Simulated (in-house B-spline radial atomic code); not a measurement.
Settings and results of a run for Sb III (Sb2+) (an excited or competing configuration). Method: Dirac-Hartree-Fock, average of configuration, Fermi nucleus of rms radius 4.6802 fm. Calculated with an all-electron radial atomic-structure program (B-spline basis).

Command:
```bash
python run_scf.py task.json out
```
Settings (nuclear radius in fm, mass in u):
```
Z                51
configuration    [Kr] 4d10 5s2 8s1
hamiltonian      dirac
method           hf
spin_polarised   False
nucleus          fermi
rms_radius       4.6802
atomic_mass      120.90381
speed_of_light   137.035999084
```

Output (hartree, bohr):
```
 radial grid: 81 intervals, B-splines of order 8, outer radius 60 bohr

 iter        energy (Eh)    residual
    1       -6473.018782    5.79e-01
    2       -6477.217343    2.50e-01
    3       -6478.850731    6.61e-02
    4       -6478.955858    1.83e-02
    5       -6478.962197    7.65e-03
    6       -6478.963879    6.88e-04
    7       -6478.963891    2.59e-04
    8       -6478.963892    3.29e-05
    9       -6478.963892    7.63e-07
   10       -6478.963892    4.93e-08

 total energy                     -6478.96389
 kinetic                            6837.1862
 electron-nucleus                 -15688.9465
 electron-electron                  2372.7964

 first-order corrections (not in the total)
   Gaunt                             5.2771
   retardation                      -0.5406
   frequency dependence             -0.0476
   self-energy                       3.5823
   Uehling                          -0.4741
   Wichmann-Kroll                    0.0101
   recoil                            0.0199

 orbital      occ     eigenvalue          <r>       <r^2>       <1/r>       r_max    small
 1s1/2      2.000     -1128.0409    0.0284149  0.00109357     54.3242     0.01835  3.52e-02
 2s1/2      2.000      -175.9501     0.122035   0.0176257     12.6478      0.1037  7.49e-03
 2p1/2      2.000      -164.1859     0.103361   0.0131391      12.591     0.07993  7.48e-03
 2p3/2      4.000      -154.8922     0.108794   0.0144289     11.6955      0.0845  7.13e-03
 3s1/2      2.000       -36.7907     0.328533    0.123495     4.50023      0.2992  2.20e-03
 3p1/2      2.000       -31.9377     0.319744    0.118788     4.39852      0.2862  2.13e-03
 3p3/2      4.000       -30.1736      0.33069    0.126867     4.18222      0.2964  2.04e-03
 3d3/2      4.000       -21.7115     0.302315     0.10828     4.01867      0.2426  1.91e-03
 3d5/2      6.000       -21.3501     0.305831    0.110669     3.96241      0.2456  1.88e-03
 4s1/2      2.000        -7.4696     0.792823    0.709604     1.74894      0.7232  5.78e-04
 4p1/2      2.000        -5.7446     0.836661    0.797611     1.63215      0.7481  5.17e-04
 4p3/2      4.000        -5.4154     0.863403    0.849325      1.5674      0.7712  4.92e-04
 4d3/2      4.000        -2.6291      1.00766     1.18789     1.30834      0.8414  3.60e-04
 4d5/2      6.000        -2.5796      1.02034     1.21797     1.28969      0.8509  3.52e-04
 5s1/2      2.000        -1.4447      2.07163     4.80681    0.620276       1.846  9.67e-05
 8s1/2      1.000        -0.1743      12.9975      187.95    0.102765       13.78  6.52e-06
```

Run time, properties included: 1.9 s on 1 thread of Intel(R) Xeon(R) Platinum 8375C CPU @ 2.90GHz, on a shared host.

For the Dirac Hamiltonian the kinetic term is c α·p + (β - 1)c².
